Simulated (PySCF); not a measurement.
Species: C6H11Cl.
Structure used (PBE0-D3(BJ)/def2-SVP), in Å, numbered top down from 1:
```xyz
18
C6H11Cl angstrom
Cl     2.3925    2.3017   -1.4887
C      2.5335    1.1040   -0.1576
C      1.1970    0.5130    0.2441
C      0.1563    1.5412    0.7479
C     -1.1903    1.1218    0.1276
C     -0.9694   -0.3028   -0.3860
C      0.4797   -0.2777   -0.8554
H      3.2237    0.3266   -0.5137
H      3.0065    1.6331    0.6813
H      1.4303   -0.1864    1.0678
H      0.1176    1.5464    1.8477
H      0.4360    2.5576    0.4328
H     -1.4297    1.7810   -0.7221
H     -2.0296    1.1971    0.8349
H     -1.0838   -1.0285    0.4380
H     -1.6797   -0.5940   -1.1746
H      0.5571    0.2744   -1.8071
H      0.9157   -1.2763   -1.0141
```

Computed with PySCF at PBE0/def2-SVPD, non-relativistic, on one gas-phase PBE0-D3(BJ)/def2-SVP geometry that isn't relaxed in the solvent. The solvent is an IEF-PCM continuum (van der Waals radii × 1.2), and excitations are vertical TDDFT with non-equilibrium linear response and a frozen core. Specific hydrogen bonds and non-electrostatic terms are outside this model.

Gas-phase singlets (H = HOMO, L = LUMO):

| state | E (eV) | λ (nm) | f | leading configurations |
| --- | --- | --- | --- | --- |
| S1 | 7.283 | 170 | 0.005 | H→L 71%, H→L+1 19% |
| S2 | 7.441 | 167 | 0.009 | H-1→L 71%, H-1→L+1 20% |
| S3 | 7.825 | 158 | 0.001 | H→L+1 65%, H→L 22% |
| S4 | 8.017 | 155 | 0.033 | H-1→L+1 65%, H-1→L 22% |
| S5 | 8.343 | 149 | 0.005 | H-2→L+1 44%, H-2→L 32% |

Q: What are the lowest 5 singlets in chloroform (ε = 4.711)?

A: 
| state | E (eV) | λ (nm) | f | leading configurations | change by rank (eV) |
| --- | --- | --- | --- | --- | --- |
| S1 | 7.327 | 169 | 0.007 | H→L 90% | +0.044 |
| S2 | 7.500 | 165 | 0.014 | H-1→L 92% | +0.059 |
| S3 | 7.966 | 156 | 0.004 | H→L+1 85%, H→L+2 8% | +0.141 |
| S4 | 8.174 | 152 | 0.053 | H-1→L+1 83%, H-1→L+2 10% | +0.157 |
| S5 | 8.265 | 150 | 0.048 | H-2→L 89% | -0.078 |

Q: The ground-state energy changes by -0.084 eV from gas to chloroform. By how much does the total energy of gas-phase S3 change?

A: E(S3) = E(S0) + excitation energy, so it changes by -0.084 + 0.141 = +0.057 eV: it isn't lowered at all, while the ground state is. This is the vertical state, with the slow part of the continuum still set for S0.

Q: How do the frontier levels move from gas to chloroform?

A: 
```
orbital  gas (eV)  solvent (eV)  change (eV)                   Löwdin shares, gas               Löwdin shares, solvent
 LUMO+2      1.18          1.27        +0.09  Cl1 23 %, C2 11 %, C6 10 %, H14 8 %   Cl1 23 %, C6 12 %, C5 8 %, H14 8 %
 LUMO+1      0.65          0.82        +0.17    Cl1 20 %, C2 9 %, H10 8 %, C6 8 %   Cl1 11 %, C2 11 %, H10 9 %, C3 8 %
   LUMO      0.57          0.60        +0.03    Cl1 36 %, C2 18 %, H9 9 %, H8 9 %                    Cl1 56 %, C2 18 %
   HOMO     -8.26         -8.29        -0.03            Cl1 67 %, C2 11 %, H9 5 %            Cl1 60 %, C2 11 %, H9 5 %
 HOMO-1     -8.42         -8.49        -0.07            Cl1 73 %, C2 11 %, C3 7 %            Cl1 68 %, C2 12 %, C3 8 %
 HOMO-2     -8.89         -8.73        +0.16  C4 17 %, C5 16 %, C3 11 %, H13 10 %   C4 17 %, C5 15 %, C3 12 %, H13 9 %
 HOMO-3     -9.19         -9.04        +0.15  C7 18 %, C6 16 %, H17 11 %, C3 11 %  C7 18 %, C6 15 %, C3 11 %, H17 11 %
```

The HOMO–LUMO gap goes from 8.82 to 8.89 eV. Rows go by rank; for LUMO and LUMO+1 the atom shares or the degeneracy differ between the runs, so the row needn't follow one orbital.

The run took about 60 s of CPU time (one thread, shared machine). This is the whole response run at PBE0/def2-SVPD in chloroform, SCF included.
